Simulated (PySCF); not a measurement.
Cartesian coordinates (Å):
```xyz
3

F     -1.5051    -0.3351     0.0000
Ga    -0.0113     0.6148     0.0000
F      1.5164    -0.2797     0.0000
```
Charge 0, spin multiplicity 2.

What is the computed total energy, highest occupied spin orbital and dipole moment (PBE-D3(BJ)/def2-TZVP // B3LYP-D3(BJ)/def2-TZVP run with PySCF 2.14.0)?


| Property | Value |
|---|---|
| total energy | -2124.2061 Ha |
| highest occupied spin orbital | -6.55 eV |
| dipole moment | 2.22 D |
